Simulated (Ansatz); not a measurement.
`[NH2][GaH][SiH2][SiH3]` + `[AlH2][O][SiH3]` → `[SiH3]O[SiH2][SiH3]` + `[NH2][GaH][AlH2]`  (redistribution)

Calculated with Ansatz (gas phase, PBE0-D4/def2-TZVP geometries, no zero-point term in ΔE). CCSD(T)/CBS adds triple-zeta CCSD(T) − MP2 to the extrapolated MP2 energy (def2 sets, frozen cores). Functionals use def2-TZVPP. For Ga outer-core shells are correlated without core-valence functions, which leaves a few kJ/mol of doubt a bond. Scalar relativity is left out up to krypton. Each species was taken in one conformer, which may not be the lowest.

```json
{"level": "r2SCAN-D4", "ΔE (kcal/mol)": "19.2"}
{"level": "r2SCAN", "ΔE (kcal/mol)": "19.3"}
```

(1) What does CCSD(T)/CBS give? (Estimate.)

Largest T1 diagnostic among the species: 0.015.

Results:

(1) The calculation gave: +18.4 kcal/mol. The listed levels differ from it by 0.8, 0.9 kcal/mol.

In def2-TZVPP, CCSD(T) changes the Hartree–Fock value by +2.8 kcal/mol (the triples alone add +0.4 kcal/mol) and MP2 by +4.2 kcal/mol.
